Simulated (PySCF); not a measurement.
## Telling isomers of C₅H₆NO₃P apart by NMR

[PySCF 2.14: PBE0/pcSseg-1 with gauge-including orbitals; coordinates at the GFN2-xTB level; single conformer; one averaged value for each set of equivalent atoms; non-relativistic Hamiltonian; no solvent]

Shifts are taken against calculated references (same method and geometry level): 1H, 13C vs TMS. Splittings of carbon signals by F and P are missing where no couplings were computed. Where no couplings were computed, multiplicities follow the n + 1 count of equivalent neighbours, and m marks all less simple cases (inequivalent or close neighbours, rings, F or P nearby). Shifts are as computed. Against solution values, carbons near 30 ppm lie about +3 ppm off and those near 130 ppm about +5 ppm. Of 1211 compounds with measured shifts, 218 miss one by over three times the rms of a fit or turn the order of signals round; such compounds aren't used in these exercises. OH and NH positions are gas-phase values without hydrogen bonding to other molecules.

(1) Tabulate the signals of `O=P(O)(O)c1ccncc1`, `O=P(O)(O)c1cccnc1` and their relative energies.

(2) What is the quickest way to tell O=P(O)(O)c1ccncc1 from O=P(O)(O)c1cccnc1?

## Answers

(1) 
```json
{"SMILES": "O=P(O)(O)c1ccncc1", "carbon types": "1×C 4×CH", "δC": "156.2, 146.3, 128.2", "δH": "9.15 (m, 2H), 7.79 (m, 2H), 3.27 (br s, 2H)", "E rel. (kcal/mol)": "2.8"}
{"SMILES": "O=P(O)(O)c1cccnc1", "carbon types": "1×C 4×CH", "δC": "159.4, 155.6, 144.3, 131.1, 127.6", "δH": "9.23 (m, 1H), 9.13 (d, 1H), 8.30 (m, 1H), 7.52 (m, 1H), 3.57 (br s, 2H)", "E rel. (kcal/mol)": "0.0"}
```

Energies are electronic energies at PBE0/pcSseg-1 on these geometries, without zero-point or thermal terms, each for the one conformer computed, which needn't be the lowest.

(2) Count the carbon signals: 3 against 5. The first has a substituted aromatic carbon (C) at 146.3 ppm, the second a substituted aromatic carbon (C) at 131.1 ppm. Their most deshielded carbons lie at 156.2 and 159.4 ppm.
